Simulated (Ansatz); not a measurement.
Cartesian coordinates in Å:
```
O -0.983 -0.948 0.809
Mo 0.004 0.159 -0.268
F -1.337 0.252 -1.525
Cl -0.911 2.053 0.615
Cl 1.554 -0.103 1.449
Cl 0.830 -1.566 -1.510
Cl 1.578 1.482 -1.231
H -0.735 -1.329 1.660
```

Total charge 0; spin multiplicity 1. Mo: def2 effective core potential.

Task: List the PBE/def2-TZVPP orbital energies in eV (Ansatz 0.2.0). (Estimate.)

Result: Ansatz gave: Occupied: -2739.68, -2739.57, -2739.57, -2739.32, -660.85, -512.52, -250.25, -250.15, -250.14, -249.89, -190.90, -190.81, -190.79, -190.79, -190.79, -190.71, -190.71, -190.69, -190.69, -190.53, -190.48, -190.41, -71.17, -45.05, -45.03, -44.83, -29.61, -26.33, -21.03, -20.65, -20.47, -20.41, -14.61, -12.57, -12.01, -11.82, -11.32, -11.14, -10.52, -10.12, -9.88, -9.63, -8.96, -8.72, -8.57, -8.42, -8.34, -7.86, -7.72, -7.68. Lowest empty: -5.86, -5.63, -5.57, -2.64, -1.96, -0.40, 0.64, 0.89.
